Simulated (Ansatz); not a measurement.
Input file for Ansatz (a quantum-chemistry and plane-wave program): U-B3LYP/def2-TZVPP on NH (SMILES [NH]).

Ansatz 0.2 input:
```yaml
crystal:
  periodic: [false, false, false]
  atoms:
    - {symbol: N, position_ang: [-0.00934032, -0.01878217, -0.52051978]}
    - {symbol: H, position_ang: [0.00934032, 0.01878217, 0.52051978]}
basis:
  gaussian:
    orbitals: def2-TZVPP
hamiltonian:
  xc: {name: B3LYP}
magnetization: {spin_polarized: true, initial_magnetization: 2}
```

Program output:

```
WARN ansatz: RAYON_NUM_THREADS=1 ignored (pool sized by the plan → 1); use --threads N
Functional definition: B3LYP
integrals: 0.00 GiB planned
214 factors; their error is unknown
mean field: 0.08 GiB planned
mean field evaluation 1: about -1502.4044 eV, gradient 1.5e1 eV
mean field evaluation 2: about -1502.3637 eV, gradient 1.5e1 eV
mean field evaluation 4: about -1503.3121 eV, gradient 9.1e-2 eV
mean field evaluation 8: about -1503.3136 eV, gradient 6.8e-4 eV
mean field -1503.31361325 eV, -55.2457563044 hartree, gradient 3.6e-5 eV, S^2 2.005593; 0 other end points of the search recorded, 0 dependent functions left out
reference -1503.31374486 eV, -55.2457611410 hartree; 5, 3 occupied and 40, 42 virtual orbitals, 214 factors
Total energy: -1503.31374486 eV, -55.2457611410 hartree
```

The calculation finished and met its thresholds.

Cost: very roughly 0.5 core-seconds.
